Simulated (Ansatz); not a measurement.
Total energies of GeH5NOSi, SMILES `[NH2][GeH]1[O][SiH2]1`.

Z-matrix (Å, degrees):
```
Ge
O 1 1.897
Si 1 2.258 2 45.7
N 1 1.814 2 110.3 3 -118.9
H 1 1.535 2 108.0 3 124.1
H 3 1.487 1 122.1 2 -103.1
H 3 1.487 1 124.3 2 102.7
H 4 1.008 1 117.3 2 -132.5
H 4 1.007 1 118.7 2 88.5
```

Charge 0, multiplicity 1. Correlated methods include outer-core shells of Ge, which these sets cover unevenly. Scalar relativity is left out up to krypton. The structure was optimised at the PBE0-D4/def2-TZVP level. It is one conformer, not always the lowest. Basis def2-TZVPP, Ansatz.

RPA on PBE orbitals: Hartree–Fock energy of these orbitals -2496.54091 Eh, correlation -1.32317 Eh (frozen core).

| functional | energy without D4 (Eh) | D4 term (kJ/mol) |
| --- | --- | --- |
| revPBE | -2499.31113 | -51.1 |
| BLYP | -2499.59573 | -39.9 |
| B97M-V | -2499.08156 | – |
| B3LYP | -2499.64345 | -29.9 |
| r2SCANh | -2499.45553 | -4.6 |
| r2SCAN0 | -2499.42871 | -5.2 |
| BHLYP | -2499.48028 | -24.8 |
| LC-ωPBE | -2499.12979 | – |
| ωB97X-V | -2499.29356 | – |
| B2PLYP | -2498.99476 | – |

**Question.** Give the same for LDA (SPW92), PBE, r2SCAN, PBE0, HSE06 (plane-wave form), CAM-B3LYP, ωB97M-V, PBE-QIDH. (An estimate is asked.)

**Answer.** Computed: 
```tsv
functional	energy without D4 (Eh)	D4 term (kJ/mol)
LDA (SPW92)	-2494.25159	–
PBE	-2498.96222	-18.4
r2SCAN	-2499.47450	-4.3
PBE0	-2499.04426	-15.6
HSE06 (plane-wave form)	-2499.03208	-14.6
CAM-B3LYP	-2499.65152	-16.0
ωB97M-V	-2499.38913	–
PBE-QIDH	-2498.61523	–
```

B3LYP takes the VWN-RPA correlation (the form of Gaussian; ORCA's B3LYP/G). HSE06 is the plane-wave form, built on full-range PBE exchange. The double hybrids freeze the cores in their second-order part.

LC-ωPBE has ω = 0.4 bohr⁻¹.
